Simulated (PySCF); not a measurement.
**Deuteron quadrupole couplings in `C#C[Si@@](F)(C#CC)N([SiH3])[SiH3]`**

Species: C5H10FNSi3.
Atom-mapped SMILES: `[CH:1]#[C:2][Si@@:3]([F:4])([C:5]#[C:6][CH3:7])[N:8]([SiH3:9])[SiH3:10]` (hydrogens: H11 on C1; H12, H13, H14 on C7; H15, H16, H17 on Si9; H18, H19, H20 on Si10)

Geometry (GFN2-xTB, Å), atoms numbered from 1 in this order:
```
atom  x, y, z in Å
C1     0.0428    3.5927    0.7763
C2     0.2594    2.5128    0.2976
Si3    0.6219    0.8539   -0.4296
F4     1.9536    1.0434   -1.3274
C5     1.0224   -0.4015    0.8580
C6     1.2877   -1.2578    1.6631
C7     1.6202   -2.2785    2.6290
N8    -0.6557    0.3392   -1.4877
Si9   -0.2439   -0.5321   -2.9469
Si10  -2.2867    0.3640   -0.8725
H11   -0.1514    4.5418    1.1870
H12    2.6497   -2.6044    2.4817
H13    0.9569   -3.1345    2.5083
H14    1.5137   -1.8857    3.6399
H15    0.1791   -1.8935   -2.5968
H16   -1.4558   -0.5643   -3.7633
H17    0.8246    0.1885   -3.6301
H18   -2.5024   -0.7857    0.0146
H19   -3.1830    0.3030   -2.0240
H20   -2.4584    1.6094   -0.1264
```

Level: PBE0/pcSseg-1 (PySCF, non-relativistic); Q(2H) = 0.00286 b; rigid geometry, the same for H and D, with no vibrational averaging.

Question: Rank these positions by the coupling χzz of a deuteron there, largest first.
A. H12 (methyl hydrogen)
B. H15 (Si–H hydrogen)
C. H11 (alkyne hydrogen)

Answer: C (259 kHz), A (206 kHz), B (106 kHz).

Question: Give the electric field gradient Vzz (the principal value of largest size), its asymmetry and the 2H coupling at each hydrogen.

Answer: 
```
atom  bonded to  bond length (Å)  Vzz (au)     η  χzz (kHz)
 H11         C1            1.052    0.3861  0.00        259
 H12         C7            1.090    0.3073  0.03        206
 H13         C7            1.090    0.3077  0.03        207
 H14         C7            1.090    0.3076  0.03        207
 H15        Si9            1.468    0.1574  0.02        106
 H16        Si9            1.462    0.1610  0.05        108
 H17        Si9            1.459    0.1629  0.03        109
 H18       Si10            1.468    0.1575  0.02        106
 H19       Si10            1.460    0.1622  0.05        109
 H20       Si10            1.462    0.1598  0.04        107
```

Question: Average by the element that carries the hydrogen.

Answer: on C: 220 kHz over 4 positions, mean bond length 1.080 Å; on Si: 108 kHz over 6 positions, mean bond length 1.463 Å.

Question: A static deuteron (I = 1) shows a doublet split by (3/2)χ, (3/4)χ(1 + η) and (3/4)χ(1 − η) with the field along z, y and x of the gradient. What are these for H12?

Answer: With |χ| = 206.5 kHz and η = 0.026: 310, 159 and 151 kHz, to first order and without motion.

Geometry: GFN2-xTB, one conformer, isolated molecule. GFN2-xTB bond lengths can be off by several hundredths of an ångström, more for odd bonds, and the gradients follow them. The small basis limits the accuracy of the gradients.
